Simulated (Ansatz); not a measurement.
`NC(=O)[SiH3]` + `C[SiH](C)C#N` → `C[SiH2]C(N)=O` + `C[SiH2]C#N`  (redistribution)

Program: Ansatz. Geometries: PBE0-D4/def2-TZVP. ΔE: electronic, gas phase. CBS: MP2 limit from def2 TZ/QZ plus the TZ coupled-cluster correction, frozen cores. Functionals use def2-TZVPP. One conformer a species, not always the lowest.

`NC(=O)[SiH3]`:

Cartesian coordinates in Å:
```
N 0.703 -0.761 1.166
C -0.384 -0.547 0.387
O -1.422 -1.166 0.518
Si -0.284 0.794 -0.988
H 0.657 -1.464 1.888
H 1.552 -0.241 1.043
H -0.535 0.125 -2.286
H -1.336 1.800 -0.711
H 1.049 1.459 -1.017
```

`C[SiH](C)C#N`:

Cartesian coordinates in Å:
```
C 0.212 0.230 -1.635
Si -0.424 -0.336 0.019
C 0.900 -0.472 1.319
C -1.659 0.927 0.606
N -2.408 1.724 0.969
H -0.604 0.335 -2.353
H 0.926 -0.495 -2.034
H 0.717 1.194 -1.547
H -1.191 -1.602 -0.103
H 1.415 0.482 1.450
H 1.640 -1.223 1.029
H 0.476 -0.765 2.281
```

`C[SiH2]C(N)=O`:

Cartesian coordinates in Å:
```
C 0.150 1.905 0.407
Si -0.786 0.317 0.152
C 0.492 -1.120 0.109
N 0.362 -2.091 -0.826
O 1.384 -1.127 0.939
H -0.528 2.739 0.603
H 0.754 2.147 -0.469
H 0.819 1.787 1.262
H -1.589 0.330 -1.108
H -1.708 0.030 1.282
H 1.019 -2.856 -0.837
H -0.368 -2.061 -1.515
```

`C[SiH2]C#N`:

Cartesian coordinates in Å:
```
C -0.649 -0.834 -0.685
Si 0.236 0.703 -0.130
C 0.881 0.435 1.588
N 1.272 0.247 2.656
H -1.487 -1.058 -0.021
H 0.028 -1.691 -0.686
H -1.038 -0.700 -1.697
H -0.659 1.882 -0.055
H 1.417 1.016 -0.969
```

(1) Is it downhill or uphill in electronic energy at CCSD(T)/CBS, and by how much? (An estimate is asked.)

(2) What do these levels give: PBE, r2SCAN, r2SCANh, CCSD/def2-TZVPP, SCS-MP2/def2-QZVPP, CCSD/CBS(def2)? (Estimate.)

Largest T1 diagnostic among the species: 0.016.

## Answers

(1) Computed: Nearly level: ΔE = +2.2 kJ/mol.

(2) Computed: PBE 1.8, r2SCAN 2.1, r2SCANh 2.0, CCSD/def2-TZVPP 1.8, SCS-MP2/def2-QZVPP 2.2, CCSD/CBS(def2) 2.0 kJ/mol.

Leaving LDA and LC-ωPBE aside and taking each functional with its dispersion term where it has one, the values, not all of them listed here, spread over 1.0 kJ/mol, from B2PLYP to revPBE-D4.
